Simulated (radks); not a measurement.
Yb XXV, 46 electrons, occupied as [Kr] 4d10.

Method: scalar-relativistic Kohn-Sham, LDA (Slater exchange, Perdew-Wang correlation), spin-polarised, spherical densities, finite nucleus; Fermi nuclear charge, rms radius 5.3108 fm; computed with a radial shooting solver on a logarithmic mesh with Libxc functionals.

Energy parts (eV):
total: -375770.80
kinetic: 409930.50
electron-nucleus: -888794.29
Hartree: 110008.62
exchange-correlation: -6915.62

Orbitals (lengths in bohr, moments of r in powers of bohr; <r^-3> diverges for s and p1/2):
\begin{tabular}{lrrrr}
orbital & occ. & eigenvalue (eV) & <r^-3> & <1/r> \\ \hline
1s & 2 & -61922.28 & - & 80.55 \\
2s & 2 & -11121.65 & - & 18.77 \\
2p & 6 & -9896.003 & 15950 & 17.25 \\
3s & 2 & -3100.078 & - & 6.952 \\
3p & 6 & -2730.315 & 3495 & 6.477 \\
3d & 10 & -2279.508 & 458.4 & 6.130 \\
4s & 2 & -1163.658 & - & 3.123 \\
4p & 6 & -1034.103 & 941.1 & 2.903 \\
4d & 10 & -865.8024 & 114.6 & 2.676 \\
4f & 0 & -683.7216 & 24.70 & 2.416 \\
5s & 0 & -589.1099 & - & 1.646 \\
5p & 0 & -536.8581 & 334.1 & 1.545 \\
\end{tabular}

The highest occupied level is 4d at -865.80 eV. The electron density at the nucleus is 1.081e+06 e/bohr^3 (large components only). For comparison, the ionisation energy in NIST's Atomic Spectra Database is 882 eV (theoretical). In exact Kohn-Sham theory the highest level is minus the ionisation energy, but local and semilocal functionals leave it too shallow, through self-interaction and a potential that decays too fast; potentials with the right tail come closer. The density falls to 0.001 e/bohr^3 at r = 1.35 bohr.
